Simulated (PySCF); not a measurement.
Species: C5H10N2SSi2.
Z-matrix (Å and degrees, GFN2-xTB geometry), rows numbered from 1:
```
N 
C   1  1.3678
C   2  1.3990  1  121.00
C   3  1.3796  2  119.43  1   177.00
C   4  1.3893  3  118.51  2     0.50
N   5  1.3187  4  122.69  3    -0.44
C   6  1.3280  5  119.82  4    -0.17
Si  7  1.8819  2  124.58  1     4.83
S   8  2.1767  7  107.47  2    52.51
Si  9  2.1418  8  102.79  7    53.84
H   1  1.0072  2  116.94  3    17.42
H   1  1.0086  2  117.34  3   160.83
H   3  1.0819  2  119.53  1    -3.21
H   4  1.0793  3  120.80  2  -179.94
H   5  1.0817  4  121.44  3   179.33
H   8  1.4583  7  114.08  2   -58.36
H   8  1.4535  7  109.99  2   171.04
H  10  1.4589  9  108.09  8   -58.96
H  10  1.4553  9  108.78  8    61.89
H  10  1.4521  9  103.00  8  -177.67
```

Definitions: NICS(0) = −σiso at the ring centroid; NICS(1) = −σiso and NICS(1)zz = −σzz at ±1 Å along the ring normal z. Level: GIAO PBE0/pcSseg-1 (PySCF, non-relativistic, gas phase) on the GFN2-xTB geometry, one conformer.

Ring bond lengths (Å), with Mayer bond orders in brackets: C2–C3 1.399 (1.34), C3–C4 1.380 (1.47), C4–C5 1.389 (1.36), C5–N6 1.319 (1.50), N6–C7 1.328 (1.43), C7–C2 1.409 (1.20).

Question: Give the NICS values of each ring in ppm.

Answer: 
```json
{"ring": "C2–C3–C4–C5–N6–C7", "type": "6-membered ring with N; formal bonds all aromatic", "NICS(0)": "-6.4", "NICS(1), two faces": "-9.9 / -9.8", "NICS(1)zz, two faces": "-24.4 / -24.3", "rms pucker (Å)": "0.00", "centre to ring atoms, mean (Å)": "1.37"}
```

Question: What do they say, and how far can they be read as aromaticity?

Answer: 
- C2–C3–C4–C5–N6–C7: mean NICS(1)zz -24.4 ppm, shielded. For a flat ring without four-coordinate atoms the NICS criterion counts such a value as aromatic.

Question: What does the geometric index give? HOMA = 1 − mean of α(R − Ropt)² over the ring bonds, with Krygowski's 1993 parameters (CC: Ropt 1.388 Å, α 257.7 Å⁻²; CN: Ropt 1.334 Å, α 93.52 Å⁻²).

Answer: 
- C2–C3–C4–C5–N6–C7: HOMA 0.97; the largest term is that of C7–C2, α(R − Ropt)² = 0.11. The geometric and the magnetic index point the same way.

Question: What field does 9.4 T along the ring normal induce along that normal at the second NICS(1) probe listed for ring C2–C3–C4–C5–N6–C7, 1 Å off the ring?

Answer: NICSzz × B0 = -24.3 ppm × 9.4 T = -228 μT, against the applied field.

Question: List the ring angles and the Hirshfeld charges of the ring atoms.

Answer: 
- C2–C3–C4–C5–N6–C7: C2 117.6° (+0.054 e), C3 119.4° (-0.059 e), C4 118.5° (-0.047 e), C5 122.7° (-0.009 e), N6 119.8° (-0.154 e), C7 122.0° (-0.064 e); sum 720.0° against 720° for a flat convex ring.

Question: How shielded are the nuclei of the rings and their hydrogens (means over atoms taken as equivalent)?

Answer: 
```csv
atoms,environment,σ isotropic (ppm),"principal values of the symmetric part, first atom (ppm)"
C2,aromatic carbon bearing nitrogen,32.3,"-67.0, 9.3, 154.5"
C3,aromatic CH carbon,64.1,"-27.5, 53.4, 166.3"
C4,aromatic CH carbon,55.8,"-59.0, 51.0, 175.5"
C5,aromatic CH next to a ring nitrogen,43.4,"-60.4, 42.3, 148.2"
N6,pyridine-type nitrogen,-114.3,"-446.6, -193.8, 297.5"
C7,substituted aromatic carbon,43.0,"-32.2, 18.9, 142.2"
H13,aromatic hydrogen,24.85,"21.1, 24.5, 28.9"
H14,aromatic hydrogen,24.50,"22.0, 23.9, 27.6"
H15,aromatic hydrogen,23.45,"19.7, 24.1, 26.5"
```
